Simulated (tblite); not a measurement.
Compound: C₅H₁₃BF₂Si₂.
Numbering: `[CH2:1]=[C:2]([CH3:3])[SiH2:4][C@H:5]([CH2:6][SiH3:7])[B:8]([F:9])[F:10]` (hydrogens: H11, H12 on C1; H13, H14, H15 on C3; H16, H17 on Si4; H18 on C5; H19, H20 on C6; H21, H22, H23 on Si7)

Computed with GFN2-xTB (tblite), gas phase: L-BFGS steps from a force-field or distance-geometry start until the largest atomic force falls under 0.01 eV/Å.

Step 24: E = -858.5506 eV
```
atom  x, y, z in Å  |  force x, y, z in eV/Å
C1     -2.3452    1.3305    0.3369   -0.004  -0.083  -0.002
C2     -1.8310    0.7025   -0.7161    0.016   0.041   0.011
C3     -1.8555    1.3957   -2.0539   -0.014  -0.036   0.015
Si4    -1.0812   -1.0400   -0.5792   -0.097   0.083  -0.074
C5      0.4247   -0.8912    0.6161    0.010  -0.002   0.011
C6      1.4508    0.0860    0.0214    0.037   0.052  -0.006
Si7     2.8368    0.4725    1.2685    0.006  -0.014   0.024
B8      0.9885   -2.3190    0.8143    0.009  -0.033   0.025
F9      1.7949   -2.9014   -0.0624   -0.017  -0.031   0.081
F10     0.6461   -3.1021    1.8276    0.010  -0.054  -0.074
H11    -2.3620    0.8796    1.3139   -0.003   0.002   0.049
H12    -2.7848    2.3165    0.2619    0.052  -0.068   0.007
H13    -2.8875    1.5794   -2.3508    0.027   0.004  -0.037
H14    -1.3779    0.7994   -2.8260    0.012   0.026   0.017
H15    -1.3520    2.3612   -1.9879   -0.021  -0.069  -0.040
H16    -2.0566   -2.0257   -0.0846    0.042   0.090   0.012
H17    -0.5972   -1.4681   -1.9018   -0.011   0.023   0.047
H18     0.0496   -0.4994    1.5638   -0.029   0.031   0.002
H19     1.8607   -0.3564   -0.8867    0.077   0.018  -0.008
H20     0.9552    1.0088   -0.2830   -0.053   0.059   0.003
H21     3.5000   -0.7840    1.6366   -0.012   0.070  -0.003
H22     3.8067    1.4140    0.6890   -0.104  -0.082   0.023
H23     2.2123    1.0682    2.4620    0.066  -0.027  -0.082
```

Step 25: E = -858.5517 eV
```
atom  x, y, z in Å  |  force x, y, z in eV/Å
C1     -2.3453    1.3265    0.3365   -0.009  -0.051   0.041
C2     -1.8306    0.6990   -0.7155   -0.003   0.062  -0.033
C3     -1.8561    1.3928   -2.0521   -0.004  -0.020  -0.013
Si4    -1.0819   -1.0421   -0.5838   -0.029   0.157  -0.004
C5      0.4238   -0.8901    0.6121    0.017  -0.024   0.059
C6      1.4523    0.0901    0.0266   -0.028  -0.014  -0.054
Si7     2.8373    0.4695    1.2702   -0.003   0.003   0.014
B8      0.9892   -2.3203    0.8125   -0.082   0.230  -0.011
F9      1.7921   -2.9058   -0.0557    0.152  -0.109  -0.126
F10     0.6472   -3.1003    1.8198   -0.087  -0.192   0.163
H11    -2.3615    0.8799    1.3146    0.002  -0.032   0.068
H12    -2.7830    2.3130    0.2645    0.042  -0.048  -0.016
H13    -2.8860    1.5784   -2.3530   -0.002  -0.004  -0.023
H14    -1.3775    0.7994   -2.8243    0.025  -0.011  -0.010
H15    -1.3524    2.3573   -1.9888   -0.006  -0.032  -0.017
H16    -2.0585   -2.0136   -0.0763    0.004   0.022   0.012
H17    -0.5928   -1.4615   -1.9036   -0.011  -0.013   0.001
H18     0.0471   -0.5004    1.5605   -0.037   0.020  -0.002
H19     1.8616   -0.3538   -0.8785    0.120  -0.001  -0.084
H20     0.9607    1.0125   -0.2824   -0.076   0.078   0.018
H21     3.4995   -0.7853    1.6343    0.013   0.029   0.016
H22     3.7979    1.4120    0.6863   -0.043  -0.045   0.003
H23     2.2122    1.0698    2.4554    0.044  -0.006  -0.002
```

Step 26: E = -858.5540 eV
```
atom  x, y, z in Å  |  force x, y, z in eV/Å
C1     -2.3434    1.3274    0.3382   -0.008  -0.026   0.063
C2     -1.8296    0.6964   -0.7116   -0.027   0.065  -0.042
C3     -1.8554    1.3893   -2.0479    0.003  -0.003  -0.038
Si4    -1.0857   -1.0446   -0.5823    0.040   0.154   0.052
C5      0.4230   -0.8873    0.6144    0.033  -0.057   0.068
C6      1.4494    0.0943    0.0256   -0.079  -0.058  -0.072
Si7     2.8380    0.4690    1.2640   -0.016  -0.007  -0.002
B8      0.9894   -2.3176    0.8148   -0.004  -0.047   0.018
F9      1.8397   -2.8823   -0.0358   -0.105   0.009   0.161
F10     0.5996   -3.1218    1.7983    0.065   0.025  -0.171
H11    -2.3625    0.8884    1.3193    0.007  -0.054   0.070
H12    -2.7748    2.3159    0.2617    0.028  -0.034  -0.018
H13    -2.8840    1.5741   -2.3520   -0.023  -0.012  -0.020
H14    -1.3737    0.7999   -2.8201    0.033  -0.041  -0.024
H15    -1.3543    2.3541   -1.9855    0.008   0.000  -0.004
H16    -2.0548   -2.0221   -0.0790   -0.029   0.006   0.030
H17    -0.5923   -1.4629   -1.8982    0.003  -0.021  -0.045
H18     0.0447   -0.4970    1.5625   -0.038   0.010  -0.023
H19     1.8544   -0.3529   -0.8797    0.128   0.009  -0.088
H20     0.9551    1.0151   -0.2842   -0.065   0.077   0.027
H21     3.4951   -0.7853    1.6273    0.036  -0.013   0.028
H22     3.7997    1.4068    0.6829   -0.004  -0.004  -0.028
H23     2.2176    1.0702    2.4467    0.014   0.022   0.057
```

**Question.** Estimate the geometry and energy of step 27. (The exact step hangs on the optimiser's Hessian estimate; all steps are aligned on step 26, rigid shifts and turns removed.)

**Answer.** E = -858.5561 eV, largest force 0.096 eV/Å
```
atom  x, y, z in Å  |  force x, y, z in eV/Å
C1     -2.3447    1.3264    0.3383   -0.005  -0.024   0.042
C2     -1.8301    0.7001   -0.7140   -0.015   0.034  -0.018
C3     -1.8560    1.3915   -2.0508   -0.002  -0.002  -0.024
Si4    -1.0848   -1.0397   -0.5826    0.028   0.083   0.028
C5      0.4238   -0.8890    0.6148    0.012  -0.018   0.022
C6      1.4505    0.0917    0.0235   -0.040  -0.019  -0.043
Si7     2.8372    0.4697    1.2668   -0.026  -0.013  -0.011
B8      0.9889   -2.3185    0.8148   -0.012  -0.003   0.007
F9      1.8158   -2.8946   -0.0469   -0.021  -0.012   0.070
F10     0.6242   -3.1136    1.8111    0.004  -0.032  -0.063
H11    -2.3622    0.8835    1.3183    0.007  -0.038   0.049
H12    -2.7783    2.3137    0.2625    0.021  -0.026  -0.002
H13    -2.8852    1.5768   -2.3530   -0.013  -0.008  -0.025
H14    -1.3752    0.7999   -2.8228    0.023  -0.026  -0.011
H15    -1.3536    2.3557   -1.9881    0.005  -0.003  -0.014
H16    -2.0554   -2.0195   -0.0799   -0.008   0.034   0.021
H17    -0.5944   -1.4641   -1.8997   -0.003  -0.004  -0.015
H18     0.0460   -0.4974    1.5624   -0.027   0.015  -0.019
H19     1.8606   -0.3535   -0.8824    0.083   0.024  -0.041
H20     0.9544    1.0141   -0.2833   -0.040   0.040   0.019
H21     3.4978   -0.7835    1.6321    0.025  -0.002   0.020
H22     3.7994    1.4083    0.6859   -0.016  -0.012  -0.021
H23     2.2166    1.0690    2.4522    0.020   0.013   0.028
```

The energy changes by -0.0021 eV. The first-order estimate −F·Δx gives -0.0036 eV and the mean of the old and new forces, exact on a quadratic surface, -0.0022 eV. The step makes an angle of 80° with the force vector and moves no atom by more than 0.029 Å.

What follows is the cost of the whole relaxation. Time: 2.9 s of wall time. Hardware: an Arm Neoverse V1 with one thread, no GPU, on a shared host.
